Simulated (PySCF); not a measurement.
C$_{2}$H$_{6}$FNOSi, singlet, geometry from GFN2-xTB. Base run: B3LYP/6-31G (PySCF).

Input for PySCF:
```python
from pyscf import gto, scf, dft, solvent

mol = gto.M(
    atom='''
C     2.268286   -0.169266    0.994286
C     1.450410   -0.528359    0.017948
Si   -0.339540    0.006292   -0.159328
N    -0.592337    1.468089    0.707258
O    -1.448143   -1.093019    0.278695
F    -0.653440    0.118945   -1.739869
H     1.948319    0.488680    1.785755
H     3.290709   -0.511325    1.048410
H     1.830554   -1.190305   -0.750789
H    -1.530774    1.828640    0.775800
H     0.057930    2.225514    0.585311
H    -1.542880   -1.346511    1.191156
''',
    basis='6-31g',
    charge=0,
    spin=0,
    verbose=3,
)

mf = dft.RKS(mol)
mf.xc = 'b3lyp'
mf.kernel()
```

Each row names what was changed in the base input (with any setting that the change needs).

```
change                                                          ΔE vs base (kJ/mol)  dipole (D)  HOMO-LUMO gap (eV)
--------------------------------------------------------------  -------------------  ----------  ------------------
base                                                                           0.00        3.82                7.01
model = IEF-PCM; solvent = toluene                                           -23.24        4.18                7.00
model = SS(V)PE; solvent = dichloromethane                                    -41.6        4.46                7.00
model = ddCOSMO; solvent = dichloromethane                                    -32.7        4.41                7.00
model = IEF-PCM; solvent = dichloromethane; lebedev_order = 41                -42.2        4.48                7.00
model = IEF-PCM; solvent = dichloromethane                                        …        4.48                7.00
model = IEF-PCM; solvent = dichloromethane; vdw_scale = 1.0                   -76.6        4.67                7.06
model = IEF-PCM; solvent = dichloromethane; vdw_scale = 1.4                  -24.74        4.32                6.98
model = IEF-PCM; solvent = n-hexane                                          -17.85        4.10                7.00
model = IEF-PCM; solvent = dichloromethane; r_probe = 0.5                         …           …                   …
model = C-PCM; solvent = dichloromethane                                      -44.6        4.51                7.00
model = IEF-PCM; solvent = dichloromethane; vdw_scale = 1.1                       …           …                   …
```

**Question.** Some entries are withheld; supply them.

**Answer.** 
- model = IEF-PCM; solvent = dichloromethane, ΔE vs base (kJ/mol): -42.1
- model = IEF-PCM; solvent = dichloromethane; r_probe = 0.5, ΔE vs base (kJ/mol): -17.46
- model = IEF-PCM; solvent = dichloromethane; r_probe = 0.5, dipole (D): 4.24
- model = IEF-PCM; solvent = dichloromethane; r_probe = 0.5, HOMO-LUMO gap (eV): 6.99
- model = IEF-PCM; solvent = dichloromethane; vdw_scale = 1.1, ΔE vs base (kJ/mol): -56.4
- model = IEF-PCM; solvent = dichloromethane; vdw_scale = 1.1, dipole (D): 4.57
- model = IEF-PCM; solvent = dichloromethane; vdw_scale = 1.1, HOMO-LUMO gap (eV): 7.02

The base is the gas phase, so ΔE is the electrostatic part of solvation at a fixed geometry, without cavity and dispersion terms.
